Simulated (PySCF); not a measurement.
Si(AsH2)(F)2(H) (AsF₂H₃Si), SMILES F[SiH](F)[AsH2]. Heavy atoms are numbered as in [SiH:1]([F:2])([F:3])[AsH2:4]. Hydrogens are named by the atom that carries them.

Geometry: PBE0-D3(BJ)/def2-SVP. This is a generated structure with no PubChem entry under its InChIKey; it may be hypothetical.

Method: PySCF with PBE/pcSseg-1.

GIAO shieldings, no solvent; atoms alike by connectivity are averaged. δ = σ(ref) − σ: ²⁹Si against TMS (σ = 335.4 ppm); ¹⁹F against CFCl3 (σ = 133.6 ppm); ⁷⁵As against AsH3 (σ = 1870.9 ppm); ¹H against TMS (σ = 31.49 ppm), references at their B3LYP-D3(BJ)/def2-TZVP geometries, non-relativistic.

| nucleus | atoms | count | δ (ppm) |
|---|---|---|---|
| ²⁹Si | Si1 (SiH) | 1 | 25.3 |
| ¹⁹F | F2 | 2 | -152.5 |
| ⁷⁵As | As4 (AsH2) | 1 | 2.3 |
| ¹H | H on Si1 | 1 | 6.68 |
| ¹H | H on As4 | 2 | 2.19 |
